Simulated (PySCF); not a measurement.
**Orbital picture of BeB⁺**

PW91 at R = 2.199 Å; Be pcseg-1, B pcseg-1; no relativity (PySCF 2.14). State: ¹Σ⁺ (singlet), closed shell. Only the outer orbitals are listed, counted within each symmetry.

```
orbital  occ.  ε (eV)  on Be (%)           main shells (%)
     3σ     2  -17.21         13            81 B s, 9 Be s
     4σ     2  -12.31         51   51 Be s, 30 B p, 19 B s
     1π     0  -10.54         19           81 B p, 19 Be p
     1π     0  -10.54         19           81 B p, 19 Be p
     5σ     0  -10.19         65  34 B p, 34 Be p, 32 Be s
```

Task: Which are the highest filled and the lowest empty level, where do they sit, and how wide is the gap?

Result: Highest filled 4σ at -12.31 eV (in %: 51 Be s, 30 B p, 19 B s); lowest empty 1π at -10.54 eV (in %: 81 B p, 19 Be p); the gap at PW91 is 1.77 eV.

| Quantity | Value |
| --- | --- |
| bond order (Mayer) | 0.98 |
| ⟨S²⟩ | 0.000 |
| charge on Be (Mulliken, basis-dependent) | 0.73 |
| charge on Be (Löwdin, basis-dependent) | 0.62 |
| dipole moment (positive dipole points towards B; it is taken about the centre of mass and depends on that origin) | -2.90 D |
